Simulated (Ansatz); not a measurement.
Si(CN)Cl3 (SiCNCl₃). Charge 0, multiplicity 1. Geometry PBE0-D4/def2-SVP.

```xyz
6

Si   -0.038    0.393    0.291
C     0.104   -1.082   -0.799
N     0.193   -2.010   -1.487
Cl    1.306    0.196    1.800
Cl   -1.932    0.461    1.017
Cl    0.367    2.042   -0.823
```

B3LYP takes the VWN-RPA correlation.

**Question.** Estimate the orbital energies around the gap (eV) in Ansatz with HF/6-31G, BLYP-D4/def2-TZVP, r2SCAN-D4/def2-TZVP, B3LYP-D4/6-31G, PBE0-D4/def2-TZVP.

**Answer.** 
| orbital | HF/6-31G | BLYP-D4/def2-TZVP | r2SCAN-D4/def2-TZVP | B3LYP-D4/6-31G | PBE0-D4/def2-TZVP |
| --- | --- | --- | --- | --- | --- |
| HOMO−13 | -31.60 | -21.22 | -22.40 | -24.22 | -24.03 |
| HOMO−12 | -23.11 | -15.15 | -15.96 | -17.66 | -17.32 |
| HOMO−11 | -18.76 | -12.25 | -12.98 | -14.34 | -14.13 |
| HOMO−10 | -16.91 | -11.18 | -11.85 | -13.04 | -12.92 |
| HOMO−9 | -16.91 | -11.18 | -11.85 | -13.04 | -12.92 |
| HOMO−8 | -16.56 | -9.42 | -10.08 | -11.20 | -11.37 |
| HOMO−7 | -14.79 | -9.28 | -9.86 | -10.93 | -10.96 |
| HOMO−6 | -14.79 | -9.28 | -9.86 | -10.93 | -10.96 |
| HOMO−5 | -14.37 | -9.11 | -9.67 | -10.63 | -10.72 |
| HOMO−4 | -14.24 | -9.11 | -9.67 | -10.63 | -10.72 |
| HOMO−3 | -14.23 | -8.74 | -9.30 | -10.32 | -10.47 |
| HOMO−2 | -13.91 | -8.50 | -9.06 | -10.11 | -10.11 |
| HOMO−1 | -13.91 | -8.50 | -9.06 | -10.11 | -10.11 |
| HOMO | -13.76 | -8.29 | -8.87 | -9.90 | -9.92 |
| LUMO | 1.89 | -2.22 | -2.23 | -1.85 | -1.46 |
| LUMO+1 | 1.89 | -2.22 | -2.23 | -1.80 | -1.46 |
| LUMO+2 | 2.07 | -1.64 | -1.40 | -1.80 | -0.76 |
| LUMO+3 | 5.22 | 0.02 | 0.21 | 1.38 | 0.78 |
| LUMO+4 | 5.59 | 0.96 | 1.17 | 2.01 | 1.89 |
| LUMO+5 | 6.51 | 0.96 | 1.17 | 2.01 | 1.89 |
